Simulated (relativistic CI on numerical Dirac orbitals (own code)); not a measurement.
**In XIV: sensitivity of the levels to the model**

Base calculation: Dirac-Coulomb-Breit CI, separate exchange-only KLI orbitals for each configuration, QED by a radiative potential, unscaled Slater integrals.

CI space (outside the closed core [Ar] 3d10): 4s2 4p6, 4s2 4p5 4d, 4s 4p6 4d, 4s2 4p5 4f, 4s 4p6 4f, 4s2 4p5 5s, 4s2 4p5 5p, 4s 4p6 5s, 4s2 4p5 5d, 4p6 4d2, 4p5 4d3, 4p5 4d2 4f, 4p5 4d2 5s, 4p5 4d2 5p, 4p6 4f2, 4p5 4d 4f2, 4p5 4f3, 4p5 4f2 5s, 4p5 4f2 5p. Double excitations out of closed p, d and f shells are left out; levels of such configurations are missing from the list, as are those of other unlisted configurations, and high levels can miss mixing partners. These lack a partner that the ground configuration has and come out too high: 4s2 4p5 5d.

Variants: (1) non-relativistic limit; (2) one mean potential for all configurations. Shifts of the energy above 4s2 4p6 1S_0, in cm⁻¹, for the lowest level and the first level of each name with at least 55 % of one term (blank where a level changes its place among those of its configuration and J or its character, or is not in the variant):

```
           Level     Base    Δ(1)  Δ(2)
    4s2 4p6 1S_0        0       0     0
4s2 4p5 4d 3P°_0   500447   -5489  -157
4s2 4p5 4d 3P°_1   508875  -13918  -157
4s2 4p5 4d 3P°_2   525580  -30623  -157
4s2 4p5 4d 3F°_4   526638  -17418  -162
4s2 4p5 4d 3F°_3   527440  -18220  -164
4s2 4p5 4d 3D°_3   560984  -18225  -161
4s2 4p5 4d 3D°_1   584304  -41545  -159
4s2 4p5 4d 1P°_1   735297  -40064  -182
  4s 4p6 4d 3D_1   955993  -85083  -292
  4s 4p6 4d 3D_2   961062  -90152  -287
  4s 4p6 4d 3D_3   969860  -98950  -281
  4s 4p6 4d 1D_2  1029260  -98674  -214
 4s2 4p5 4f 3G_5  1155185  -12726  -480
```

At this charge energies of transitions that change n are usually good to better than 1 %, and those within a shell (Δn = 0) to a few per cent.

Ionisation energy from the two ground configurations alone: base 341.108 eV. The NIST ASD value (theoretical) is 341 eV.

LS names give the leading component of a level, which can be under half, so a name can repeat, a term be missing and a line seem to break the LS rules.
